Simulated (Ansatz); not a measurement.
**A ladder of methods for SbHF (SMILES [F][SbH])**

SbHF has 3 atoms, charge 0, and is taken as a doublet. As SMILES, `[F][SbH]`. The coordinates come from a PBE0-D4/def2-TZVP relaxation.

```xyz
3

F    -0.8262    1.1003   -0.3412
Sb   -0.3238   -0.7513   -0.2559
H     1.1390   -0.4137    0.5838
```

Each level gives the energy change with the Sb2–H3 bond stretched from 1.720 to 2.150 Å (eV). The values are calculated.

```csv
level,kind,program,value (eV),less FCI/STO-3G,CPU time (all runs)
UPBE/STO-3G,GGA,Ansatz,1.00,-0.06,4.3 s
U-r2SCAN/STO-3G,meta-GGA,Ansatz,1.12,+0.06,14 s
UPBE0/STO-3G,global hybrid,Ansatz,1.19,+0.13,4.9 s
UCAM-B3LYP/STO-3G,range-separated hybrid,Ansatz,1.29,+0.23,5.6 s
UCCSD/STO-3G,coupled cluster or CI,Ansatz,1.09,+0.03,2.1 s
UCCSDT(Q)/STO-3G,coupled cluster or CI,Ansatz,1.05,-0.01,3.1 s
UCCSDT/STO-3G,coupled cluster or CI,Ansatz,1.06,0.00,2.3 s
FCI/STO-3G,exact in the basis,Ansatz,1.06,0.00,1.9 s
```

FCI/STO-3G is exact within its basis and frozen core, so for wave-function methods in that basis the difference is their error; functionals converge differently with the basis, so for them it is only a difference. All-electron rows without a relativistic Hamiltonian named are non-relativistic. The first shape isn't each level's own minimum. The values span 1.00 to 1.29 eV. Spin contamination of the reference (⟨S²⟩ at least 0.1 too high) touches UCCSD/STO-3G, UCCSDT(Q)/STO-3G, UCCSDT/STO-3G. All rows use very small basis sets, so none should be taken for the real molecule's value. In the correlated wave-function rows the outer d shell of Sb is correlated, in sets not made for it. Times are those of the runs behind each value, whatever else they computed, on shared processors of several kinds: orders of magnitude only.
